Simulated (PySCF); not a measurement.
Ir(OH) (HIrO), SMILES [OH][Ir] (connectivity only; charge and spin as stated), neutral, multiplicity 3. Coordinates come from a PBE0-D3(BJ)/def2-TZVPD optimisation. The spin state was assumed, not searched. The def2 effective core potentials stand for the cores of Ir; spin–orbit coupling is left out.

Calculation: PBE0-D3(BJ)/def2-TZVPD run with PySCF.

Harmonic wavenumbers (cm⁻¹): 696, 969, 3761. Rotational constants (GHz): 657.9, 9.163, 9.037; symmetry number 1.

Work out the zero-point energy and the ideal-gas rigid-rotor harmonic-oscillator thermochemistry at 298.15 K and 1 atm.

ZPE = ½ Σ hcν = ½ × 5427 cm⁻¹ = 7.76 kcal/mol. H − E(el) = 10.23 kcal/mol. Entropy in cal/(mol K): translation 41.92, rotation 19.32, vibration 0.42, spin 2.18, total 63.84. G − E(el) = -8.81 kcal/mol. Cp = 9.20 cal/(mol K).
